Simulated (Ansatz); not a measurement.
Total energies of C4H14ClNO3Si2, SMILES `CO[SiH](Cl)N(C)[SiH](OC)OC`.

```xyz
25

C     2.403    1.184   -1.947
O     1.174    1.501   -2.564
Si   -0.165    0.598   -2.325
Cl   -1.596    1.559   -3.428
N    -0.617    0.501   -0.680
C    -0.856    1.760    0.036
Si   -0.768   -1.013    0.120
O    -1.851   -0.750    1.319
C    -2.206   -1.728    2.269
O     0.638   -1.584    0.740
C     1.455   -0.850    1.621
H     2.385    1.433   -0.881
H     2.652    0.122   -2.051
H     3.185    1.772   -2.429
H     0.008   -0.781   -2.827
H     0.082    2.248    0.323
H    -1.420    2.457   -0.590
H    -1.440    1.576    0.937
H    -1.190   -2.073   -0.815
H    -2.787   -1.246    3.057
H    -1.324   -2.196    2.719
H    -2.821   -2.513    1.816
H     1.819    0.072    1.154
H     0.922   -0.583    2.541
H     2.316   -1.466    1.886
```

Total charge 0; spin multiplicity 1. The geometry is a stationary point of PBE0-D4/def2-TZVP. It is one conformer, not always the lowest. Basis def2-TZVPP, Ansatz 0.2.0.

| functional | kind | energy without D4 (Eh) | D4 term (kJ/mol) |
| --- | --- | --- | --- |
| LDA (SPW92) | LDA | -1473.53487 | – |
| PBE | GGA | -1479.87091 | -75.5 |
| revPBE | GGA | -1480.52426 | -210.3 |
| BLYP | GGA | -1480.73109 | -158.5 |
| r2SCAN | meta-GGA | -1480.58320 | -21.8 |
| B97M-V | meta-GGA with VV10 | -1480.56618 | – |
| PBE0 | global hybrid, 25 % exact exchange | -1480.00214 | -65.7 |
| B3LYP | global hybrid, 20 % | -1480.96479 | -119.1 |
| r2SCANh | meta-GGA hybrid, 10 % | -1480.55742 | -23.1 |
| r2SCAN0 | meta-GGA hybrid, 25 % | -1480.52130 | -25.3 |
| HSE06 (plane-wave form) | screened hybrid | -1479.95869 | -61.7 |
| BHLYP | global hybrid, 50 % | -1480.66686 | -92.1 |
| CAM-B3LYP | range-separated hybrid | -1480.75001 | -67.4 |
| LC-ωPBE | long-range corrected hybrid | -1480.33410 | – |
| ωB97X-V | range-separated hybrid GGA with VV10 | -1480.61472 | – |
| ωB97M-V | range-separated hybrid meta-GGA with VV10 | -1480.67345 | – |
| B2PLYP | double hybrid | -1480.19818 | – |
| PBE-QIDH | double hybrid | -1479.70466 | – |

B3LYP takes the VWN-RPA correlation (the form of Gaussian; ORCA's B3LYP/G). HSE06 is the plane-wave form, built on full-range PBE exchange. The double hybrids freeze the cores in their second-order part.

LC-ωPBE has ω = 0.4 bohr⁻¹.
